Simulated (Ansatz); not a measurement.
Basis sets compared for the cluster Na2Te (the lowest singlet isomer of a short search). Total charge 0; singlet. Geometry r2SCAN-D4/def2-TZVP. Ansatz on 4 threads of Arm Neoverse V2 on a shared host; times are rough, and most runs start from earlier orbitals.

```xyz
3

Na    0.268   -1.504   -1.637
Na   -1.303    1.106    1.447
Te    1.035    0.398    0.191
```

In the def2 sets Te takes a core potential; there is no spin–orbit coupling. The structure comes from a short search, and lower isomers may exist.

```tsv
level	functions	energy (Eh)	HOMO (eV)	LUMO (eV)	wall time
PBE-D4/def2-SVP	56	-592.3206	-3.13	-1.85	0.5 s
PBE-D4/def2-TZVP (with forces)	114	-592.4515	-3.27	-1.94	1.5 s
r2SCAN-D4/def2-TZVP	114	-592.7345	-3.28	-1.48	2 s
PBE0-D4/def2-SVP	56	-592.3702	-3.88	-1.33	0.75 s
PBE0-D4/def2-TZVP	114	-592.4989	-4.01	-1.41	1.8 s
```

Q: Estimate the rows for PBE-D4/def2-TZVPD, r2SCAN-D4/def2-TZVPD, PBE0-D4/def2-TZVPD.

A: 
```csv
level,functions,energy (Eh),HOMO (eV),LUMO (eV),wall time
PBE-D4/def2-TZVPD,129,-592.4522,-3.28,-1.94,1.1 s
r2SCAN-D4/def2-TZVPD,129,-592.7349,-3.28,-1.47,2.2 s
PBE0-D4/def2-TZVPD,129,-592.4995,-4.02,-1.41,1.4 s
```
